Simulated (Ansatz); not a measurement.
`CC[N](C)[Hf]([Cl])([Cl])[Cl]` + HI → `[Cl][Hf]([Cl])([Cl])[I]` + ethylmethylamine at 600 K and 1 bar (ligand exchange at the Hf–N bond).

Calculated with Ansatz (gas phase, PBE0-D4/def2-TZVP geometries, no zero-point term in ΔE). CCSD(T)/CBS adds triple-zeta CCSD(T) − MP2 to the extrapolated MP2 energy (def2 sets, frozen cores). def2 core potentials past Kr. For Hf, I outer-core shells are correlated without core-valence functions, which leaves a few kJ/mol of doubt a bond. Each species was taken in one conformer, which may not be the lowest.

```
                       species  CCSD(T)/CBS energy (Eh)  H − E (kJ/mol)  S (J/(mol·K))
`CC[N](C)[Hf]([Cl])([Cl])[Cl]`              -1601.18678           397.3          641.0
                            HI               -298.03592            31.6          227.0
     `[Cl][Hf]([Cl])([Cl])[I]`              -1724.97910            66.1          478.7
                        `CCNC`               -174.26710           371.8          385.5
```

H − E and S are ideal-gas, rigid-rotor, harmonic terms from PBE0-D4/def2-TZVP, for one conformer and one mirror image of each species. 1 Eh = 2625.50 kJ/mol, R = 8.31446 J/(mol·K).

Problem. By hand: ΔE, ΔH, ΔS and ΔG.

Solution. ΔE = (-1724.97910) + (-174.26710) − (-1601.18678) − (-298.03592) = -0.02350 Eh = -61.7 kJ/mol. Δ(H − E) = 66.1 + 371.8 − 397.3 − 31.6 = 9.0, so ΔH = -52.7 kJ/mol. ΔS = 478.7 + 385.5 − 641.0 − 227.0 = -3.8 J/(mol·K). ΔG = -52.7 − 600 × (-3.8)/1000 = -50.4 kJ/mol.

Problem. By hand: the equilibrium constant, and the temperature at which ΔG would vanish if ΔH and ΔS stayed fixed.

Solution. log₁₀ K = −ΔG/(RT ln 10) = 4.4. ΔG = 0 at ΔH/ΔS = 13868 K, far beyond where these terms or the molecules hold.

The number of gas molecules stays the same, so ΔS is small and ΔH decides. A doubt of 5 kJ/mol in ΔE shifts log₁₀ K by 0.4 here. Other conformers and mirror images would add mixing entropy, several J/(mol·K) or more a flexible species. Modes under 60 cm⁻¹, often nearly free rotors, make the harmonic entropy too high. These are equilibria of isolated gas molecules and say nothing of rates. Largest T1 diagnostic: 0.013 (customary marks: 0.02 for closed shells, 0.045 for open ones).
